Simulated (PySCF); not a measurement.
A PySCF script (with the pyscf-properties extension) for the NMR shieldings of SMILES [Si@@H]1(C#N)[C@@H](C=O)C[Si@H]1C[SiH3], C5H11NOSi3, on a GFN2-xTB geometry:

```python
import basis_set_exchange as bse
import numpy as np
from pyscf import gto, dft
from pyscf.prop import nmr

atoms = """
N    -1.907517   -3.988411   -0.324422
C    -1.551181   -2.961319    0.040434
Si   -0.882596   -1.296161    0.570746
C    -2.004499   -0.005176   -0.428944
C    -2.157893    1.071812    0.544303
O    -1.333567    1.933503    0.761027
C    -1.035645    0.350876   -1.572366
Si    0.651459   -0.259301   -0.867470
C     1.761087    1.073487   -0.101947
Si    3.070126    0.445264    1.124866
H    -1.162671   -1.312804    2.013561
H    -2.967902   -0.389667   -0.755480
H    -3.080626    1.015009    1.156020
H    -1.085512    1.415088   -1.800760
H    -1.316472   -0.186575   -2.477294
H     1.399847   -1.123042   -1.799093
H     1.119237    1.796089    0.402456
H     2.261450    1.616843   -0.904287
H     2.409691   -0.343358    2.170147
H     3.783813    1.577746    1.717245
H     4.020450   -0.412960    0.412067
"""
names = dict.fromkeys(["N", "C", "Si", "O", "H"], "pcSseg-1")
basis = {el: gto.basis.parse(bse.get_basis(n, elements=[el], fmt="nwchem")) for el, n in names.items()}
mol = gto.M(atom=atoms, basis=basis, charge=0, verbose=0)
mf = dft.RKS(mol, xc="PBE0")
mf.grids.level = 2
mf.grids.alignment = dft.numint.BLKSIZE   # the property module wants whole blocks of grid points
mf.conv_tol = 1e-9
mf.kernel()

calc = nmr.RKS(mf)   # GIAO
C = mf.mo_coeff
Co = C[:, mf.mo_occ > 0]
resp = mf.gen_response(singlet=True, hermi=2)
def vind(x):   # induced exchange potential for any number of trial vectors
    d = np.einsum("pi,xij,qj->xpq", C, 2 * x.reshape(-1, C.shape[1], Co.shape[1]), Co, optimize=True)
    return np.einsum("xpq,pi,qj->xij", resp(d - d.transpose(0, 2, 1)), C, Co, optimize=True).ravel()
mo1, _ = nmr.rhf.solve_mo1(calc, with_cphf=vind)
sigma = calc.kernel(mo1)
for i, s in enumerate(sigma):   # ppm
    w = np.linalg.eigvalsh((s + s.T) / 2)
    print("%2d %-2s iso %8.1f  s11 %8.1f  s22 %8.1f  s33 %8.1f" % (i, mol.atom_pure_symbol(i), w.mean(), *w))
```

Problem. What are the results?

Solution. 
```
 0 N  iso   -102.7  s11   -299.2  s22   -289.8  s33    280.7
 1 C  iso     62.0  s11    -54.4  s22    -49.3  s33    289.6
 2 Si iso    406.6  s11    358.8  s22    397.5  s33    463.5
 3 C  iso    133.1  s11     96.4  s22    144.1  s33    158.7
 4 C  iso    -19.2  s11   -124.4  s22    -33.8  s33    100.5
 5 O  iso   -291.6  s11   -860.0  s22   -390.2  s33    375.4
 6 C  iso    170.0  s11    156.6  s22    173.9  s33    179.5
 7 Si iso    349.6  s11    288.1  s22    368.6  s33    392.2
 8 C  iso    194.7  s11    186.7  s22    195.7  s33    201.8
 9 Si iso    423.8  s11    397.1  s22    407.2  s33    467.1
10 H  iso     26.9  s11     23.9  s22     25.2  s33     31.8
11 H  iso     28.1  s11     24.7  s22     26.6  s33     32.9
12 H  iso     21.6  s11     19.5  s22     20.0  s33     25.3
13 H  iso     29.7  s11     26.2  s22     27.3  s33     35.5
14 H  iso     29.8  s11     25.8  s22     27.7  s33     35.8
15 H  iso     26.3  s11     22.9  s22     25.4  s33     30.7
16 H  iso     30.2  s11     23.5  s22     28.8  s33     38.2
17 H  iso     31.4  s11     26.0  s22     28.8  s33     39.4
18 H  iso     28.0  s11     24.2  s22     27.6  s33     32.2
19 H  iso     27.5  s11     23.9  s22     25.1  s33     33.7
20 H  iso     27.8  s11     24.3  s22     26.0  s33     33.2
```

These numbers come from an equivalent density-fitted implementation of the same equations, which agrees with the script to about 0.01 ppm for H and up to a few tenths of a ppm for heavy atoms, so last digits may differ.

Problem. Turn these shieldings into chemical shifts. δ = σ(ref) − σ, references computed at the same level: 15N (σ = 267.73 ppm) against NH3; TMS for 13C (σ = 186.93 ppm), 29Si (σ = 349.16 ppm), 1H (σ = 31.72 ppm); H2O for 17O (σ = 336.08 ppm).

Solution. Averaging equivalent atoms: N 0: 370.5; C 4: 206.1; C 1: 125.0; C 3: 53.9; C 6: 16.9; C 8: -7.8; Si 7: -0.5; Si 2: -57.4; Si 9: -74.7; O 5: 627.7; H 12: 10.10; H 15: 5.39; H 10: 4.77; H 18/19/20: 3.92; H 11: 3.66; H 13: 2.01; H 14: 1.95; H 16: 1.54; H 17: 0.31 ppm. Unscaled 17O shifts of doubly bonded oxygen tend to come out too high, by tens of ppm or more. Experimental scales use liquid or dissolved standards, which lie at an offset from isolated NH3 (liquid NH3: subtract about 20 ppm) and H2O (liquid H2O: subtract about 36 ppm). Unscaled 15N shifts of sp2 nitrogen come out 20 to 40 ppm too high even then.

Size and cost of the density-fitted run: 246 basis functions, 86 s wall time on 1 thread of an Arm Neoverse V1, shared host; peak memory 1.1 GiB.
